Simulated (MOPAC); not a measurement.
MOPAC input (PM6):

```
PM6 1SCF GEO-OK AUX(PRECISION=9) THREADS=1
H2BCl2N

N    -1.70610600 1   -0.30198400 1    0.09266800 1
B    -0.34388800 1   -0.06086900 1    0.01867800 1
Cl    0.25552600 1    1.55704800 1   -0.37806600 1
Cl    0.81122800 1   -1.36823000 1    0.32012500 1
H    -2.08200400 1   -1.20817100 1    0.31535200 1
H    -2.39063600 1    0.41650500 1   -0.07241800 1
```

From the output:

```
                                                       MOPAC v23.2.5 Linux

          FINAL HEAT OF FORMATION =        -91.02250 KCAL/MOL =    -380.83814 KJ/MOL

          COSMO AREA              =        111.04 SQUARE ANGSTROMS
          COSMO VOLUME            =         96.12 CUBIC ANGSTROMS

          IONIZATION POTENTIAL    =         10.804358 EV
          HOMO LUMO ENERGIES (EV) =        -10.804 -0.432
          NO. OF FILLED LEVELS    =         12
          MOLECULAR WEIGHT        =         97.7385         POINT GROUP:  C2v

          MOLECULAR DIMENSIONS (Angstroms)

            Atom       Atom       Distance
            H     5   Cl     3     3.68664
            H     6   Cl     4     3.63453
            H     5    B     2     0.00000

          SCF CALCULATIONS        =          1

   ATOM   CHEMICAL          X               Y               Z
  NUMBER   SYMBOL      (ANGSTROMS)     (ANGSTROMS)     (ANGSTROMS)

     1       N         -1.70610600  *  -0.30198400  *   0.09266800  *
     2       B         -0.34388800  *  -0.06086900  *   0.01867800  *
     3      Cl          0.25552600  *   1.55704800  *  -0.37806600  *
     4      Cl          0.81122800  *  -1.36823000  *   0.32012500  *
     5       H         -2.08200400  *  -1.20817100  *   0.31535200  *
     6       H         -2.39063600  *   0.41650500  *  -0.07241800  *

                             CARTESIAN COORDINATES

   1    N       -1.706106000    -0.301984000     0.092668000
   2    B       -0.343888000    -0.060869000     0.018678000
   3   Cl        0.255526000     1.557048000    -0.378066000
   4   Cl        0.811228000    -1.368230000     0.320125000
   5    H       -2.082004000    -1.208171000     0.315352000
   6    H       -2.390636000     0.416505000    -0.072418000

           Empirical Formula: H2 N B Cl2  =     6 atoms

      MOLECULAR POINT GROUP   :   C2v

                  EIGENVALUES
 -31.76976 -26.24481 -26.08681 -19.20459 -18.61367 -15.71787 -13.63416 -13.17294
 -11.41312 -11.25147 -11.02984 -10.80436  -0.43208   0.69974   1.45903   2.40340
   5.02380   6.18668  88.26851  88.38011  88.46931  89.22036  89.22696  89.45372
  89.45487  89.59956  90.02812  90.04442

              NET ATOMIC CHARGES AND DIPOLE CONTRIBUTIONS

  ATOM NO.   TYPE          CHARGE      No. of ELECS.   s-Pop       p-Pop       d-Pop
    1          N          -0.479624        5.4796     1.44734     4.03229
    2          B           0.299478        2.7005     0.93627     1.76425
    3         Cl          -0.170572        7.1706     1.99193     5.17550     0.00314
    4         Cl          -0.170572        7.1706     1.99193     5.17550     0.00314
    5          H           0.260645        0.7394     0.73936
    6          H           0.260645        0.7394     0.73936
 DIPOLE           X         Y         Z       TOTAL
 POINT-CHG.    -3.038    -0.538     0.165     3.089
 HYBRID        -0.318    -0.056     0.017     0.323
 SUM           -3.356    -0.594     0.182     3.413

          ATOMIC ORBITAL ELECTRON POPULATIONS

     Atom    s        px        py        pz      x^2-y^2     xz        z^2       yz        xy
    1  N   1.44734   1.16985   1.20956   1.65288
    2  B   0.93627   0.65971   0.63116   0.47338
    3 Cl   1.99193   1.89357   1.38695   1.89498   0.00088   0.00016   0.00044   0.00054   0.00111
    4 Cl   1.99193   1.68263   1.58349   1.90938   0.00106   0.00030   0.00046   0.00035   0.00098
    5  H   0.73936
    6  H   0.73936

 **********************
 *                    *
 * JOB ENDED NORMALLY *
 *                    *
 **********************

 == MOPAC DONE ==
```

The geometry given is a B3LYP-D3(BJ)/def2-TZVP minimum.
